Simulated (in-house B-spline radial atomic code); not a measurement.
A run on W⁻ that did not converge. Method: scalar-relativistic (X2C) r2SCAN0, spin-polarised, spherical fractional occupations, exact exchange averaged over the configuration, Fermi nucleus of rms radius 5.3658 fm; computed with an all-electron radial atomic-structure program (B-spline basis).

Command:
```bash
python run_scf.py task.json out
```
Settings (nuclear radius in fm, mass in u):
```
Z                74
configuration    [Xe] 4f14 5d5 6s2
hamiltonian      x2c
method           r2scan0
spin_polarised   True
nucleus          fermi
rms_radius       5.3658
atomic_mass      183.95093
speed_of_light   137.035999084
exact_exchange   averaged over the configuration
```

First and last ten iterations of the last attempt (damped for 15 steps, keeping 80 % of the old Fock matrix, then DIIS):
```
 iter        energy (Eh)    residual
    1      -16139.317372    1.86e-01
    2      -16141.278131    2.11e-01
    3      -16142.414344    1.44e-01
    4      -16142.945313    1.00e-01
    5      -16143.216317    7.75e-02
    6      -16143.363862    5.91e-02
    7      -16143.446493    4.37e-02
    8      -16143.492955    3.17e-02
    9      -16143.518973    2.56e-02
   10      -16143.533560    2.04e-02
  111      -16142.825687    1.01e-01
  112      -16142.902988    9.23e-02
  113      -16143.225953    6.49e-02
  114      -16139.152248    1.36e-01
  115      -16143.504987    2.05e-02
  116      -16143.552686    5.63e-03
  117      -16143.557079    2.05e-03
  118      -16143.557967    8.50e-04
  119      -16143.558153    2.66e-04
  120      -15873.391588    1.30e+00
 not converged after 120 iterations
```

The smallest residual met was 2.7e-04; the threshold is about 7e-07. No energy from this run should be used. Cost of the run: 12 s on 1 thread of Arm Neoverse N1 (shared host).
